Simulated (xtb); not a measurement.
CS₂, triplet, from a rough starting geometry (a higher spin typed on purpose: for a closed-shell molecule this is an excited state); GFN2-xTB (xtb).

Here is a job for xtb.
```
$ xtb mol.xyz --gfn 2 --uhf 2 --opt vtight --json

# file mol.xyz
3

S     -1.59018856     0.08346480     0.03188559
C     -0.03094949     0.01204708    -0.01472853
S      1.55157470    -0.05309608    -0.02765456
```

Problem. What does xtb print? Leave out banner, timings and long lists.

Solution. 
```
   ID    Z sym.   atoms
    1   16 S      1, 3
    2    6 C      2

           -------------------------------------------------
          |                Calculation Setup                |
           -------------------------------------------------

           -------------------------------------------------
          |                 G F N 2 - x T B                 |
           -------------------------------------------------

          ...................................................
          :                      SETUP                      :
          :.................................................:
          :  # basis functions                  24          :
          :  # atomic orbitals                  22          :
          :  # shells                            8          :
          :  # electrons                        16          :
          :  max. iterations                   250          :
          :  Hamiltonian                  GFN2-xTB          :
          :  restarted?                      false          :
          :  GBSA solvation                  false          :
          :  PC potential                    false          :
          :  electronic temp.          300.0000000     K    :
          :  accuracy                    1.0000000          :
          :  -> integral cutoff          0.2500000E+02      :
          :  -> integral neglect         0.1000000E-07      :
          :  -> SCF convergence          0.1000000E-05 Eh   :
          :  -> wf. convergence          0.1000000E-03 e    :
          :  Broyden damping             0.4000000          :
          :  net charge                          0          :
          :  unpaired electrons                  2          :
          ...................................................

 iter      E             dE          RMSdq      gap      omega  full diag
   1     -8.5675863 -0.856759E+01  0.434E+00    0.00       0.0  T
   2     -8.5681969 -0.610534E-03  0.231E+00    0.00       1.0  T
   3     -8.5671434  0.105345E-02  0.807E-01    0.00       1.0  T
   4     -8.5685327 -0.138925E-02  0.448E-01    0.00       1.0  T
   5     -8.5685434 -0.107015E-04  0.452E-01    0.00       1.0  T
   6     -8.5685931 -0.497738E-04  0.933E-03    0.00       6.2  T
   7     -8.5685932 -0.290216E-07  0.593E-03    0.00       9.7  T
   8     -8.5685932 -0.104401E-07  0.312E-03    0.00      18.5  T
   9     -8.5685932 -0.523257E-08  0.844E-04    0.00      68.4  T
  10     -8.5685932 -0.119686E-09  0.224E-04    0.00     258.1  T

   *** convergence criteria satisfied after 10 iterations ***

 transition dipole moment (au) for excitation:           8           9
     X       Y       Z
   2.0512  -0.0892  -0.0390  total (au/Debye):    2.053   5.220
 dE (eV)             :    3.546
 oscillator strength :  0.51803E+00

         :::::::::::::::::::::::::::::::::::::::::::::::::::::
         ::                     SUMMARY                     ::
         :::::::::::::::::::::::::::::::::::::::::::::::::::::
         :: total energy              -8.490551236068 Eh    ::
         :: gradient norm              0.049020738939 Eh/a0 ::
         :: HOMO-LUMO gap              0.000731003750 eV    ::
         ::.................................................::
         :: SCC energy                -8.568593200554 Eh    ::
         :: -> isotropic ES            0.000016287237 Eh    ::
         :: -> anisotropic ES          0.000082852919 Eh    ::
         :: -> anisotropic XC          0.001009282524 Eh    ::
         :: -> dispersion             -0.001955005925 Eh    ::
         :: repulsion energy           0.078041964487 Eh    ::
         :: add. restraining           0.000000000000 Eh    ::
         :: total charge              -0.000000000000 e     ::
         :::::::::::::::::::::::::::::::::::::::::::::::::::::

      -----------------------------------------------------------
     |                   =====================                   |
[...]
 * total energy  :    -8.4933568 Eh     change       -0.5180679E-03 Eh
 * total energy  :    -8.4958702 Eh     change       -0.2513381E-02 Eh
 * total energy  :    -8.4982354 Eh     change       -0.2365175E-02 Eh
 * total energy  :    -8.5009834 Eh     change       -0.2748079E-02 Eh
 * total energy  :    -8.5068912 Eh     change       -0.5907808E-02 Eh
 * total energy  :    -8.5075977 Eh     change       -0.7064872E-03 Eh
 * total energy  :    -8.5078837 Eh     change       -0.2860091E-03 Eh
 * total energy  :    -8.5081764 Eh     change       -0.2927043E-03 Eh
 * total energy  :    -8.5083100 Eh     change       -0.1335214E-03 Eh
 * total energy  :    -8.5083309 Eh     change       -0.2095694E-04 Eh
 * total energy  :    -8.5083315 Eh     change       -0.5614150E-06 Eh
 * total energy  :    -8.5083316 Eh     change       -0.9072339E-07 Eh
   *** GEOMETRY OPTIMIZATION CONVERGED AFTER 22 ITERATIONS ***
         :: total energy              -8.508331571386 Eh    ::
[...]

           -------------------------------------------------
          |                Property Printout                |
           -------------------------------------------------

    * Orbital Energies and Occupations

         #    Occupation            Energy/Eh            Energy/eV
      -------------------------------------------------------------
         1        2.0000           -0.7486187             -20.3710
         2        2.0000           -0.7464189             -20.3111
         3        2.0000           -0.5828898             -15.8612
         4        2.0000           -0.5056282             -13.7588
         5        2.0000           -0.4848584             -13.1937
         6        2.0000           -0.4838478             -13.1662
         7        1.8580           -0.4180799             -11.3765
         8        1.1420           -0.4146616             -11.2835
         9        1.0000           -0.3480527              -9.4710 (HOMO)
        10                         -0.3060821              -8.3289 (LUMO)
        11                         -0.1751032              -4.7648
        12                         -0.1266485              -3.4463
        13                         -0.0369073              -1.0043
        14                         -0.0366004              -0.9959
        15                         -0.0311827              -0.8485
        16                         -0.0311203              -0.8468
        17                         -0.0203848              -0.5547
        18                         -0.0099436              -0.2706
        19                          0.0461016               1.2545
        20                          0.0959846               2.6119
       ...                                ...                  ...
        22                          0.6649604              18.0945
      -------------------------------------------------------------
                  HL-Gap            0.0419706 Eh            1.1421 eV
             Fermi-level           -0.3717190 Eh          -10.1150 eV

     #   Z          covCN         q      C6AA      α(0)
     1  16 S        1.181    -0.000   139.362    19.958
     2   6 C        1.952     0.001    31.055     8.999
     3  16 S        1.181    -0.001   139.365    19.959

 Mol. C6AA /au·bohr⁶  :        851.183862
 Mol. C8AA /au·bohr⁸  :      38096.089265
 Mol. α(0) /au        :         48.916496

Wiberg/Mayer (AO) data.
largest (>0.10) Wiberg bond orders for each atom

 ---------------------------------------------------------------------------
     #   Z sym  total        # sym  WBO       # sym  WBO       # sym  WBO
 ---------------------------------------------------------------------------
     1  16 S    2.054 --     2 C    1.736     3 S    0.318
     2   6 C    3.471 --     1 S    1.736     3 S    1.735
     3  16 S    2.053 --     2 C    1.735     1 S    0.318
 ---------------------------------------------------------------------------

Topologies differ in total number of bonds
Writing topology from bond orders to xtbtopo.mol

molecular dipole:
                 x           y           z       tot (Debye)
 q only:       -0.000      -0.000      -0.001
   full:        0.002       0.015       0.071       0.185
molecular quadrupole (traceless):
                xx          xy          yy          xz          yz          zz
 q only:       -0.008       0.000       0.003       0.000       0.000       0.004
  q+dip:       -0.899       0.064       0.612       0.016      -0.071       0.287
   full:       -1.178       0.088       0.929       0.017      -0.150       0.249

optimized geometry written to: xtbopt.xyz

           -------------------------------------------------
          | TOTAL ENERGY               -8.508331571386 Eh   |
          | GRADIENT NORM               0.000178619646 Eh/α |
          | HOMO-LUMO GAP               1.142079196560 eV   |
           -------------------------------------------------

normal termination of xtb
```
